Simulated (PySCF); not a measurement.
# Computed records: CH$_{5}$Ge$_{2}$O

Calculation on a computer-drawn molecule: the log of a Hartree-Fock and frozen-core CCSD(T) single point meant for a local Hartree-Fock minimum, with one planted fault or none, to be diagnosed. Offsets are logged minus clean, where the clean run is the same molecule without the fault. The reference is restricted for singlets and unrestricted otherwise, and also for a bond in bohr or an excited solution. Adding or removing an electron swaps singlet and doublet. The excited solution moves the top pair (singlet) or top alpha electron (doublet) to the lowest empty orbital. Highest occupied and lowest empty are orbital energies over both spins, largest force is the largest gradient component, triples share is (T) over the correlation energy, the T1 limit is 0.02 restricted and 0.045 unrestricted, electrons count all cores, a negative frequency is imaginary (commonest isotopes), and the dipole is about the centre of nuclear charge; on germanium a core potential holds 10 electrons, which the energies leave out, and 3d is frozen in MP2 and coupled-cluster steps. Program: PySCF 2.14.0.

Common to all runs: meant charge 1; meant multiplicity 1; meant basis cc-pVDZ; meant basis and core potential on germanium cc-pVDZ-PP ECP10MDF; logged electrons 82; logged basis functions 99; logged SCF converged yes; logged CC converged yes; logged SCF stable within its kind yes; possible faults no fault, one electron removed, one electron added, multiplicity raised by two, geometry at a saddle point, SCF held on an excited solution, minimal basis STO-3G, one bond length entered in bohr, all coordinates scaled.

(1) CH$_{5}$Ge$_{2}$O

Logged structure:
```xyz
9
CH5Ge2O
O     -1.5045     2.4057     0.3579
Ge    -0.3893     1.3453    -0.4015
C      0.8266     0.5234     0.6602
Ge     2.0826    -0.6249     0.0665
H     -2.7450     3.2625    -0.6183
H     -0.5323     1.1993    -1.8985
H      0.7782     0.7513     1.7200
H      2.1819    -0.9678    -1.4044
H      3.0664    -1.2754     1.0076
```

```
logged spin squared                  : 0.7859
logged highest occupied              : -14.581 eV
logged lowest empty                  : -4.4391 eV
logged largest force                 : 0.027006 hartree/bohr
logged T1 diagnostic                 : 0.069612
logged D1 diagnostic                 : 0.38183
logged triples share                 : 0.040939
logged dipole magnitude              : 2.8633 debye
logged energy HF                     : -701.98013 hartree
logged energy CCSD(T)                : -702.5214 hartree
planted fault                        : one bond length entered in bohr, row 4 of the drawn bonds
HF energy offset from clean run      : 89.03 kcal/mol
CCSD(T) energy offset from clean run : 91.43 kcal/mol
```

Drawn bonds:
```
atom  other atom  order
   1           2      1
   2           3      1
   3           4      2
   1           5      1
   2           6      1
   3           7      1
   4           8      1
   4           9      1
```

Notes: T1 above single-reference limit.

(2) CH$_{5}$Ge$_{2}$O

Logged structure:
```xyz
9
CH5Ge2O
O     -1.5045     2.4057     0.3579
Ge    -0.3893     1.3453    -0.4015
C      0.8266     0.5234     0.6602
Ge     2.0826    -0.6249     0.0665
H     -2.1609     2.8591    -0.1587
H     -0.5323     1.1993    -1.8985
H      0.7782     0.7513     1.7200
H      2.1819    -0.9678    -1.4044
H      3.0664    -1.2754     1.0076
```

```
logged spin squared                  : 2.0222
logged highest occupied              : -11.102 eV
logged lowest empty                  : -6.055 eV
logged largest force                 : 0.075496 hartree/bohr
logged T1 diagnostic                 : 0.022524
logged D1 diagnostic                 : 0.10036
logged triples share                 : 0.027428
logged dipole magnitude              : 3.4418 debye
logged energy HF                     : -702.03304 hartree
logged energy CCSD(T)                : -702.54982 hartree
planted fault                        : multiplicity raised by two
HF energy offset from clean run      : 55.83 kcal/mol
CCSD(T) energy offset from clean run : 73.6 kcal/mol
```

Drawn bonds:
```
atom  other atom  order
   1           2      1
   2           3      1
   3           4      2
   1           5      1
   2           6      1
   3           7      1
   4           8      1
   4           9      1
```
